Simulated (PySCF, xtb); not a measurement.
Se(OH)(SH) (H2OSSe), SMILES S[Se]O.

GFN2-xTB (xtb) at its own geometry gives an orbital gap of 3.67 eV and a dipole moment of 0.48 D.

Coordinates come from a PBE-D3(BJ)/def2-TZVP optimisation. The values are those of a single conformer.

Problem. What does PBE0/def2-TZVPD (PySCF) give? (The exact figures need the calculation; the answer reports its results.)

Solution. gap 5.65 eV (levels -7.05 and -1.41 eV), dipole 0.61 D.
